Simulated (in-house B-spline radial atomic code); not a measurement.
In is squeezed into an impenetrable sphere of radius R (the orbitals vanish at R). Computed with a B-spline radial code for spherical atoms: non-relativistic PBE, spin-polarised, spherical fractional occupations, point nucleus.

Energies in eV above the free atom in [Kr] 4d10 5s2 5p1:

```tsv
R (bohr)	highest level (eV)	[Kr] 4d10 5s2 5p1	[Kr] 4d10 5s1 5p2	[Ar] 3d10 4s2 4p5 4d10 4f1 5s2 5p1	-dE/dV in [Kr] 4d10 5s2 5p1 (GPa)
7.74	-2.4	0.2473	4.22	87.39	0.336
6.54	-1.71	0.7998	4.897	89.89	1.63
4.72	2.22	5.757	10.71	100.3	26.1
4.05	6.52	13.05	18.92	111.1	87.6
3.61	11.7	23.42	30.32	124.5	214
3.23	19.3	40.57	48.85	144.8	506
2.77	36.2	85.11	96.07	194.2	1640
2.12	100	298.6	316.5	419.3	12500
1.85	163	556.4	578.3	685.2	34200
1.51	324	1361	1388	1504	146000
```

Task: Does [Kr] 4d10 5s1 5p2 fall below [Kr] 4d10 5s2 5p1 under compression?

Result: No, it stays above over the whole range.

Task: Does [Ar] 3d10 4s2 4p5 4d10 4f1 5s2 5p1 fall below [Kr] 4d10 5s2 5p1 under compression?

Result: No, it stays above over the whole range.

The highest level is first positive in the row R = 4.72 bohr, pushed up by confinement above the zero of the free ion's potential. Each configuration is held fixed and needn't be the lowest in the sphere.
